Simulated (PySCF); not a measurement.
Gas-phase reaction: TiCl₄ + 4 HO₂ → TiCl₂(OH)₂ + 2 HCl + 2 O₃. Level: PBE0/def2-TZVP; standard pressure 1 bar.

Method: PySCF energies plus ideal-gas RRHO corrections (1 bar). Open shells (unrestricted): HO₂ (multiplicity 2); the rest are closed-shell singlets. TiCl₂(OH)₂: computed as isolated molecules; such fragments, hydroxides, amides, oligomers or adducts are transient or little studied in the gas. The harmonic model lacks anharmonicity and excited electronic states, which grow with temperature; levels with a mode under 35 cm⁻¹ are left out. Strong static correlation: O₃. Soft modes under 120 cm⁻¹ make the harmonic entropy rough for TiCl₄, TiCl₂(OH)₂.

```tsv
T (K)	1000/T (1/K)	log10 K
600	1.6667	6.74
800	1.2500	4.78
1000	1.0000	3.65
1200	0.8333	?
1400	0.7143	2.42
1600	0.6250	2.06
```

Question: Fit log10 K = a + b·(1000/T) to the five rows, get the mean ΔH° and ΔS°, and predict log10 K at 1200 K.

Answer: Means: 1000/T = 1.0512, log10 K = 3.930. Sums of products about the means: Sxy = 3.21858, Sxx = 0.716131, so b = Sxy/Sxx = 4.49 and a = 3.930 − (4.49)×1.0512 = -0.79.
ΔH° = −R ln 10 × 1000 K × b = −19.145 × (4.49) = -86 kJ; ΔS° = R ln 10 × a = -15 J/K. The run's own values go from -92 kJ and -24 J/K at 600 K to -77 kJ and -9 J/K at 1600 K.
Prediction at 1200 K: -0.79 + (4.49)×0.8333 = 2.95. The computed value is 2.92, 0.03 from the line.
For scale, ΔH°(298 K) is -98 kJ at this level, -111 kJ at ωB97M-V/def2-TZVP†, and runs from -393 to 337 kJ over the 19 levels computed († marks an energy on the PBE0/def2-TZVP geometry).
